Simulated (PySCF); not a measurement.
`CC(C)[SiH2]C#C[SiH3]`: 4 charge schemes on one density

Compound: C₅H₁₂Si₂.
Cartesian coordinates in Å at the GFN2-xTB level; atoms count from 1:
```
atom  x, y, z in Å
C1    -1.665    1.352   -0.388
C2    -1.775   -0.170   -0.399
C3    -1.861   -0.699    1.031
Si4   -0.313   -0.965   -1.344
C5     1.237   -0.492   -0.450
C6     2.228   -0.162    0.163
Si7    3.744    0.338    1.097
H8    -0.745    1.664    0.104
H9    -2.504    1.795    0.150
H10   -1.662    1.751   -1.401
H11   -2.709   -0.435   -0.910
H12   -1.999   -1.778    1.041
H13   -2.699   -0.244    1.560
H14   -0.949   -0.466    1.578
H15   -0.442   -2.428   -1.340
H16   -0.254   -0.443   -2.716
H17    4.911   -0.239    0.426
H18    3.818    1.802    1.101
H19    3.627   -0.173    2.466
```

Density: PBE0/pcSseg-1 (PySCF); schemes: Mulliken, IAO, Hirshfeld and ESP-fitted. Isolated species at its GFN2-xTB geometry (one conformer only).

Problem. Which atoms carry the lowest charge in the Mulliken, IAO, Hirshfeld and ESP-fitted schemes?

Solution. The schemes don't all agree: Mulliken C2 (-0.606); IAO C1 and C3 (-0.413); Hirshfeld C6 (-0.146); ESP-fitted C3 (-0.486).

Problem. At which atom do the 4 schemes differ most?

Solution. At C2: from -0.606 (Mulliken) to +0.265 e (ESP-fitted), 0.871 e apart.

Problem. Give the atomic charges in each scheme.

Solution. In e:

| atom | environment | Mulliken | IAO | Hirshfeld | ESP-fitted |
| --- | --- | --- | --- | --- | --- |
| C1 | methyl carbon | -0.238 | -0.413 | -0.119 | -0.481 |
| C2 | sp3 carbon bound to silicon | -0.606 | -0.354 | -0.099 | +0.265 |
| C3 | methyl carbon | -0.237 | -0.413 | -0.119 | -0.486 |
| Si4 | SiH2 silicon | +0.679 | +0.759 | +0.357 | +0.216 |
| C5 | alkyne carbon | -0.243 | -0.306 | -0.138 | -0.096 |
| C6 | alkyne carbon | -0.335 | -0.315 | -0.146 | -0.256 |
| Si7 | SiH3 silicon | +0.521 | +0.632 | +0.343 | +0.435 |
| H8 | methyl hydrogen | +0.122 | +0.140 | +0.035 | +0.131 |
| H9 | methyl hydrogen | +0.115 | +0.137 | +0.040 | +0.127 |
| H10 | methyl hydrogen | +0.120 | +0.138 | +0.039 | +0.107 |
| H11 | methine hydrogen | +0.144 | +0.137 | +0.036 | +0.009 |
| H12 | methyl hydrogen | +0.120 | +0.138 | +0.039 | +0.108 |
| H13 | methyl hydrogen | +0.115 | +0.137 | +0.040 | +0.128 |
| H14 | methyl hydrogen | +0.122 | +0.140 | +0.035 | +0.132 |
| H15 | Si–H hydrogen | -0.077 | -0.115 | -0.072 | -0.054 |
| H16 | Si–H hydrogen | -0.077 | -0.115 | -0.072 | -0.054 |
| H17 | Si–H hydrogen | -0.080 | -0.108 | -0.066 | -0.074 |
| H18 | Si–H hydrogen | -0.082 | -0.109 | -0.067 | -0.078 |
| H19 | Si–H hydrogen | -0.082 | -0.109 | -0.067 | -0.078 |

Mean size of the charges over all atoms: IAO 0.248 e, Mulliken 0.217 e, ESP-fitted 0.174 e, Hirshfeld 0.101 e. Each set sums to the total charge, 0, to within 0.001 e. The IAO scheme counts the electrons in orthogonalised intrinsic atomic orbitals, a minimal basis polarised so that it spans the occupied orbitals exactly.

Problem. How many electrons does the Hirshfeld scheme count on Si7?

Solution. Z − q = 14 − (+0.343) = 13.657.

Problem. Sum the charges by element.

Solution. 
| element | atoms | Mulliken | IAO | Hirshfeld | ESP-fitted |
| --- | --- | --- | --- | --- | --- |
| C | 5 | -1.659 | -1.802 | -0.621 | -1.054 |
| Si | 2 | +1.201 | +1.391 | +0.700 | +0.651 |
| H | 12 | +0.459 | +0.411 | -0.080 | +0.402 |
